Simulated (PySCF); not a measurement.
**W⁺: ionisation energy**

W⁺ [Xe] 4f14 5d4 6s1 (6D) → W²⁺ [Xe] 4f14 5d4 (5D), as a difference of total energies. All numbers are calculated (PySCF 2.14, scalar relativity through the core potential, in def2-QZVPPD with the def2 core potential (60 electrons) (7s6p4d3f2g, 84 functions)). Correlated levels: valence: 5s2 5p6 frozen; valence and next inner shell: nothing frozen outside the core potential. The calculations carry no spin-orbit coupling.

| method | ionisation energy (eV) |
| --- | --- |
| UHF | 14.961 |
| LDA | 16.556 |
| PBE | 16.288 |
| PBE0 | 16.045 |
| r2SCAN | 16.332 |
| PBEsol | 16.347 |
| M06-L | 15.474 |
| MP2 (valence) | 15.455 |
| SCS-MP2 (valence) | 15.126 |
| MP2 (valence and next inner shell) | 15.913 |
| SCS-MP2 (valence and next inner shell) | 15.543 |

Task: Estimate what BHandHLYP gives.

Result: 15.591 eV, closest to SCS-MP2 (valence and next inner shell) among the rows shown.

Task: Estimate what MN15 gives.

Result: 16.153 eV, closest to PBE0 among the rows shown.

The reference lies between the lowest fine-structure levels, while these numbers refer to the centres of the terms.

Errors of the correlated levels include the incompleteness of this basis and the frozen core.

For comparison: 16.37 ± 0.15 eV (semi-empirical (NIST evaluation); NIST Atomic Spectra Database, ionization energies).
